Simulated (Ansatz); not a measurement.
ClFH$_{2}$OSeTi (`[OH][Ti]([F])([Cl])[SeH]`) at its PBE0-D4/def2-TZVP geometry, where that method's forces vanish. The species carries charge 0 and has multiplicity 1.

```xyz
7

O    -1.4035   -0.9133    0.5157
Ti   -0.0432    0.1698    0.3033
F     1.2852   -0.1773    1.3833
Cl   -0.6361    2.2691    0.5470
Se    0.6670   -0.2454   -1.9642
H    -1.7173   -1.7080    0.9487
H     1.8480    0.6051   -1.7338
```

(1) What forces (eV/Å) does r2SCAN-D4/def2-TZVPP give on these atoms in the Gaussian-basis code of Ansatz? (Estimate.)

Answers

(1) Computed: 
```
O1  -0.301 -0.187  0.013
Ti2  0.103  0.110 -0.131
F3   0.219 -0.054  0.179
Cl4 -0.062  0.213  0.043
Se5  0.067 -0.031 -0.143
H6  -0.007 -0.045  0.035
H7  -0.019 -0.006  0.003
```
